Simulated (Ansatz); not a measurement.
Consider the hydrogen abstraction from a Ge–H bond: `[SH][GeH]([Cl])[Cl]` + `[CH3]`• → `[SH][Ge]([Cl])[Cl]`• + CH₄.

Gas-phase electronic energies from Ansatz, PBE0-D4/def2-TZVP geometries. CCSD(T)/CBS is the MP2 limit (def2-TZVPP, def2-QZVPP) plus CCSD(T) − MP2 in def2-TZVPP, frozen cores. This one scheme is used for every species. Functionals use def2-TZVPP. Open shells (•) are unrestricted, without spin–orbit coupling. For Ge outer-core shells are correlated without core-valence functions, which leaves a few kJ/mol of doubt a bond. Scalar relativity is left out up to krypton. One conformer a species, not always the lowest.

Question: Is it downhill or uphill in electronic energy at CCSD(T)/CBS, and by how much? (Best estimate.)

Answer: Computed: Downhill: ΔE = -27.5 kcal/mol.

Question: What do these levels give: PBE, r2SCAN0, SCS-MP2/def2-TZVPP, MP2/def2-QZVPP, HF/CBS(def2), MP2/CBS(def2)? (Estimate.)

Answer: Ansatz gave: PBE -35.5, r2SCAN0 -27.8, SCS-MP2/def2-TZVPP -27.1, MP2/def2-QZVPP -28.2, HF/CBS(def2) -19.2, MP2/CBS(def2) -28.3 kcal/mol.

Largest T1 diagnostic among the species: 0.013.

From PBE to PBE0 (25 % exact exchange), in def2-TZVPP and without D4, ΔE moves by +4.3 kcal/mol. In def2-TZVPP, CCSD(T) changes the Hartree–Fock value by −8.0 kcal/mol (the triples alone add −1.3 kcal/mol) and MP2 by −8.8 kcal/mol.
